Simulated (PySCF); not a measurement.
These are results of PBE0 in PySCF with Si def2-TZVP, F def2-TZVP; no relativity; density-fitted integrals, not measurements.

Each entry is the lowest minimum that a search over a few typed start shapes (and spin states, where more than one is plausible) found, or that minimum re-optimised at the stated level; isomers with ligand–ligand bonds, or fragments after loss of a ligand pair, can lie lower. Open shells are unrestricted.

SiF3 is a doublet of C3v symmetry with Si–F 1.581 Å (×3); F–Si–F 107.9° (×3). Its wavenumbers are 289 (×2), 407, 835, 965 (×2) cm⁻¹.

What changes when one electron is removed, giving SiF₃⁺?

It costs 9.18 eV between the minima (9.21 eV with zero-point energy). SiF₃⁺ is a singlet of D3h symmetry with Si–F 1.517 Å (×3); F–Si–F 120.0° (×3); wavenumbers 307 (×2), 346, 864, 1206 (×2) cm⁻¹.
